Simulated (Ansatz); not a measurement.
`[F][Sn][F]`. Total charge 0; spin multiplicity 1. Sn: def2 effective core potential.

(1) What are the harmonic wavenumbers in cm⁻¹ at PBE0-D4/def2-TZVP (Ansatz, finite differences of forces, unscaled)? (Best estimate.)

(2) Is this a minimum?

(3) Give the ideal-gas thermochemistry at 298.15 K and 1 bar (rigid rotor, harmonic oscillator; point group C2v, symmetry number 2).

## Answers

(1) The calculation gave: 194, 589, 608.

(2) Yes, all 3 modes are real.

(3) Zero-point energy 8.3 kJ/mol; H(298) − E = 20.6 kJ/mol; entropy 281.9 J/(mol·K), of which translation 171.9, rotation 97.1, vibration 12.9; G(298) − E = -63.5 kJ/mol.
